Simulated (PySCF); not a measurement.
An equivalent PySCF input for Si⁺ (silicon, charge +1), [Ne] 3s2 3p1, 2P determinant, with the spin-free X2C one-electron Hamiltonian (Gaussian nucleus):

```python
from pyscf import gto, scf, dft, mp, cc
import basis_set_exchange as bse
mol = gto.M(atom="Si 0 0 0", charge=1, spin=1, symmetry="D2h",
            basis=gto.basis.parse(bse.get_basis("dyall-av3z", elements=["Si"], fmt="nwchem")),
            nucmod="G")
mf = dft.UKS(mol, xc="PBE0").sfx2c1e()
mf.irrep_nelec = {'Ag': (3, 3), 'B1u': (1, 1), 'B2u': (2, 1), 'B3u': (1, 1)}
mf.kernel()
```

It reaches the same state as the run whose output follows, with an energy that differs only through the grid. The run itself started from symmetry-adapted Hartree-Fock orbitals and held the occupation by maximum overlap, on a logarithmic radial grid, so the iterations belong to that start.

```
SCF conv_tol = 1e-09
number electrons alpha = 7  beta = 6
XC functionals = PBE0
    C. Adamo and V. Barone.,  J. Chem. Phys. 110, 6158 (1999)
    M. Ernzerhof and G. E. Scuseria.,  J. Chem. Phys. 110, 5029 (1999)
cycle= 1 E= -289.566946870953  delta_E= -0.00639  |g|= 0.0138  |ddm|= 0.0996
cycle= 2 E= -289.567067468172  delta_E= -0.000121  |g|= 0.00408  |ddm|= 0.0111
cycle= 3 E= -289.567075842099  delta_E= -8.37e-06  |g|= 0.00139  |ddm|= 0.00278
cycle= 4 E= -289.56707681162  delta_E= -9.7e-07  |g|= 0.000132  |ddm|= 0.00112
cycle= 5 E= -289.567076830942  delta_E= -1.93e-08  |g|= 3.45e-06  |ddm|= 0.000202
cycle= 6 E= -289.567076830959  delta_E= -1.66e-11  |g|= 7.2e-07  |ddm|= 9.75e-06
converged SCF energy = -289.567076830959  <S^2> = 0.75588795  2S+1 = 2.0058793
```
